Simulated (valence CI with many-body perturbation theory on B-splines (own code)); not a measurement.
E1 transitions of Hf LXVIII

Calculated by relativistic CI+MBPT: three valence electrons over a frozen Dirac-Fock core [He], a basis of 11 s, 11 p, 10 d, 8 f, 5 g, 2 h functions for each j, with the one-electron correlation potential Σ1, the two-electron term Σ2, the three-electron term Σ3, Breit, model QED; selected CI, second order for the rest, scaled by the run's own slope (own B-spline code, finite nucleus).

No measured spectrum was set against this ion. As an estimate, large intervals hold to a few tenths of a per cent, small ones and those within an open d or f shell to about a per cent.

Lines 151 to 200 of 577 in falling wavelength, among levels below 1061.7 Ry, chosen from the strongest by gf and those to the six lowest levels. Wavelengths and rates use the calculated energies. Electric multipoles are in the length gauge with retardation, E1 and E2 with the static RPA response of the core. Weak lines are less certain than strong ones. Lines between different terms over intervals too small for the method are left out, as are lines whose strength nearly cancels.

Levels are named by their leading jj configuration (3d3/2^4 stands for four electrons in 3d with j = 3/2), which in mixed levels can hold well under half, so a name can repeat and another be missing. Letters in brackets count levels of one name in rising energy.

| λ vac (Å) | Upper | Lower | A (s⁻¹) | S (a.u.) with core polarisation | S without |
| --- | --- | --- | --- | --- | --- |
| 8.249 | (2p3/2^2 3d3/2) J=5/2 | (2s 2p3/2 3d3/2) J=3/2 [b] | 3.74e+12 | 6.21e-03 | 6.22e-03 |
| 8.231 | (2p3/2^2 3d5/2) J=5/2 [a] | (2s 2p3/2 3d5/2) J=5/2 [b] | 1.68e+12 | 2.77e-03 | 2.78e-03 |
| 8.227 | (2p3/2^2 3d5/2) J=5/2 [a] | (2s 2p3/2 3d5/2) J=3/2 [b] | 2.84e+12 | 4.69e-03 | 4.69e-03 |
| 8.220 | (2p3/2^2 3s) J=3/2 | (2s 2p3/2 3s) J=1/2 | 4.82e+12 | 5.28e-03 | 5.29e-03 |
| 8.215 | (2p3/2^2 3d5/2) J=3/2 | (2s 2p3/2 3d5/2) J=3/2 [b] | 3.61e+12 | 3.95e-03 | 3.96e-03 |
| 8.187 | (2p1/2 2p3/2^2) J=3/2 | (2s 2p1/2 2p3/2) J=1/2 | 5.17e+12 | 5.61e-03 | 5.61e-03 |
| 8.185 | (2p3/2^2 3p3/2) J=3/2 [a] | (2s 2p3/2 3p3/2) J=1/2 [b] | 5.18e+12 | 5.61e-03 | 5.61e-03 |
| 8.108 | (2p1/2 2p3/2 3d5/2) J=3/2 [a] | (2s 2p1/2 3d5/2) J=3/2 | 3.11e+12 | 3.28e-03 | 3.28e-03 |
| 8.097 | (2p1/2 2p3/2 3d5/2) J=5/2 [a] | (2s 2p1/2 3d5/2) J=5/2 [b] | 2.33e+12 | 3.67e-03 | 3.67e-03 |
| 8.093 | (2p1/2 2p3/2 3p3/2) J=3/2 [a] | (2s 2p1/2 3p3/2) J=3/2 [b] | 2.98e+12 | 3.12e-03 | 3.12e-03 |
| 8.078 | (2p1/2 2p3/2^2) J=5/2 | (2s 2p1/2 2p3/2) J=3/2 [b] | 6.30e+12 | 9.84e-03 | 9.85e-03 |
| 8.066 | (2p1/2 2p3/2 3d3/2) J=5/2 [a] | (2s 2p1/2 3d3/2) J=5/2 | 3.30e+12 | 5.13e-03 | 5.14e-03 |
| 8.047 | (2p1/2 2p3/2 3d5/2) J=9/2 | (2s 2p1/2 3d5/2) J=7/2 | 5.44e+12 | 1.40e-02 | 1.40e-02 |
| 8.046 | (2p1/2 2p3/2 3s) J=3/2 [b] | (2s 2p1/2 3s) J=1/2 [b] | 4.99e+12 | 5.13e-03 | 5.14e-03 |
| 8.045 | (2p1/2 2p3/2 3p1/2) J=3/2 [a] | (2s 2p1/2 3p1/2) J=3/2 | 2.95e+12 | 3.03e-03 | 3.04e-03 |
| 8.042 | (2p1/2 2p3/2 3p3/2) J=7/2 | (2s 2p1/2 3p3/2) J=5/2 | 6.12e+12 | 1.26e-02 | 1.26e-02 |
| 8.039 | (2p3/2^3) J=3/2 | (2s 2p3/2^2) J=3/2 | 1.34e+13 | 1.38e-02 | 1.38e-02 |
| 8.035 | (2p3/2^3) J=3/2 | (2s 2p3/2^2) J=1/2 | 3.08e+12 | 3.16e-03 | 3.16e-03 |
| 8.035 | (2p1/2 2p3/2 3d5/2) J=5/2 [a] | (2s 2p1/2 3d5/2) J=7/2 | 1.61e+12 | 2.47e-03 | 2.47e-03 |
| 8.016 | (2p3/2^2 3d5/2) J=5/2 [b] | (2s 2p3/2 3d5/2) J=5/2 [b] | 2.85e+12 | 4.34e-03 | 4.35e-03 |
| 8.012 | (2p3/2^2 3d5/2) J=5/2 [b] | (2s 2p3/2 3d5/2) J=3/2 [b] | 1.72e+12 | 2.62e-03 | 2.62e-03 |
| 8.011 | (2p3/2^2 3p3/2) J=1/2 | (2s 2p3/2 3p3/2) J=1/2 [a] | 5.96e+12 | 3.02e-03 | 3.03e-03 |
| 8.009 | (2p3/2^2 3p3/2) J=3/2 [b] | (2s 2p3/2 3p3/2) J=3/2 [b] | 7.11e+12 | 7.21e-03 | 7.22e-03 |
| 8.007 | (2p1/2 2p3/2 3d5/2) J=5/2 [b] | (2s 2p1/2 3d5/2) J=3/2 | 2.61e+12 | 3.97e-03 | 3.97e-03 |
| 8.006 | (2s 2p3/2 3d5/2) J=7/2 [b] | (2s^2 3d5/2) J=5/2 | 7.61e+12 | 1.54e-02 | 1.54e-02 |
| 8.003 | (2p1/2 2p3/2 3d5/2) J=5/2 [b] | (2s 2p1/2 3d5/2) J=5/2 [b] | 1.80e+12 | 2.72e-03 | 2.73e-03 |
| 8.003 | (2p1/2 2p3/2 3p3/2) J=3/2 [b] | (2s 2p1/2 3p3/2) J=1/2 | 3.09e+12 | 3.13e-03 | 3.13e-03 |
| 7.995 | (2p1/2 2p3/2 3p3/2) J=5/2 [a] | (2s 2p1/2 3p3/2) J=3/2 [a] | 2.56e+12 | 3.88e-03 | 3.88e-03 |
| 7.994 | (2s 2p3/2 3p3/2) J=5/2 [b] | (2s^2 3p3/2) J=3/2 | 8.44e+12 | 1.28e-02 | 1.28e-02 |
| 7.992 | (2p3/2^2 3d3/2) J=3/2 [b] | (2s 2p3/2 3d3/2) J=1/2 [b] | 2.64e+12 | 2.66e-03 | 2.67e-03 |
| 7.992 | (2p1/2 2p3/2 3d3/2) J=5/2 [b] | (2s 2p1/2 3d3/2) J=3/2 [b] | 5.43e+12 | 8.21e-03 | 8.22e-03 |
| 7.991 | (2p1/2 2p3/2 3d5/2) J=7/2 [a] | (2s 2p1/2 3d5/2) J=5/2 [a] | 4.77e+12 | 9.60e-03 | 9.62e-03 |
| 7.991 | (2p3/2^2 3p3/2) J=5/2 | (2s 2p3/2 3p3/2) J=5/2 [a] | 4.40e+12 | 6.65e-03 | 6.66e-03 |
| 7.990 | (2s 2p3/2 3d3/2) J=3/2 [b] | (2s^2 3d3/2) J=3/2 | 7.35e+12 | 7.40e-03 | 7.41e-03 |
| 7.988 | (2p3/2^2 3d5/2) J=7/2 | (2s 2p3/2 3d5/2) J=7/2 [a] | 2.90e+12 | 5.84e-03 | 5.85e-03 |
| 7.985 | (2p1/2 2p3/2 3d3/2) J=3/2 [b] | (2s 2p1/2 3d3/2) J=1/2 | 2.91e+12 | 2.92e-03 | 2.92e-03 |
| 7.983 | (2p1/2 2p3/2 3d3/2) J=7/2 | (2s 2p1/2 3d3/2) J=5/2 | 5.45e+12 | 1.09e-02 | 1.10e-02 |
| 7.979 | (2p3/2^2 3d5/2) J=5/2 [b] | (2p1/2 2p3/2 3p3/2) J=5/2 [a] | 2.58e+12 | 3.89e-03 | 3.89e-03 |
| 7.978 | (2p1/2 2p3/2 3p1/2) J=5/2 | (2s 2p1/2 3p1/2) J=3/2 | 6.16e+12 | 9.27e-03 | 9.28e-03 |
| 7.971 | (2p1/2 2p3/2 3p1/2) J=3/2 [b] | (2s 2p1/2 3p1/2) J=1/2 [b] | 6.27e+12 | 6.26e-03 | 6.27e-03 |
| 7.968 | (2p1/2 2p3/2 3d5/2) J=7/2 [b] | (2s 2p1/2 3d5/2) J=5/2 [b] | 2.94e+12 | 5.86e-03 | 5.87e-03 |
| 7.966 | (2p3/2^2 3d5/2) J=1/2 | (2s 2p3/2 3d5/2) J=3/2 [a] | 5.11e+12 | 2.55e-03 | 2.55e-03 |
| 7.963 | (2p1/2 2p3/2 3d3/2) J=3/2 [b] | (2s 2p1/2 3d3/2) J=3/2 [b] | 3.09e+12 | 3.08e-03 | 3.09e-03 |
| 7.959 | (2s 2p3/2 3d5/2) J=5/2 [b] | (2s 2p1/2 3p3/2) J=3/2 [a] | 2.03e+12 | 3.04e-03 | 3.04e-03 |
| 7.951 | (2p3/2^2 3d5/2) J=7/2 | (2s 2p3/2 3d5/2) J=5/2 [a] | 2.70e+12 | 5.36e-03 | 5.37e-03 |
| 7.948 | (2p3/2^2 3d3/2) J=3/2 [b] | (2s 2p3/2 3d3/2) J=5/2 [b] | 7.50e+12 | 7.43e-03 | 7.44e-03 |
| 7.944 | (2p3/2^2 3p1/2) J=1/2 | (2s 2p3/2 3p1/2) J=3/2 [b] | 9.71e+12 | 4.80e-03 | 4.81e-03 |
| 7.943 | (2s 2p3/2 3d3/2) J=5/2 [b] | (2s^2 3d3/2) J=3/2 | 7.68e+12 | 1.14e-02 | 1.14e-02 |
| 7.942 | (2p3/2^2 3s) J=1/2 | (2s 2p3/2 3s) J=3/2 [b] | 9.52e+12 | 4.71e-03 | 4.71e-03 |
| 7.937 | (2p3/2^2 3p1/2) J=1/2 | (2s 2p3/2 3p1/2) J=1/2 | 4.63e+12 | 2.28e-03 | 2.29e-03 |
